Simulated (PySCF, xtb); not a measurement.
Cd(Me)(NH2) (CH₅CdN), SMILES [CH3][Cd][NH2].

GFN2-xTB run with xtb at its own geometry gives an orbital gap of 3.15 eV and a dipole moment of 2.85 D.

Geometry optimised at B3LYP-D3(BJ)/def2-TZVP. The def2 effective core potentials stand for the cores of Cd; spin–orbit coupling is left out. One conformer was computed; it need not be the lowest.

Task: What does M06-2X/def2-TZVPD run with PySCF give? (The exact figures need the calculation; the answer reports its results.)

Result: gap 7.82 eV (levels -7.81 and 0.02 eV), dipole 1.32 D.
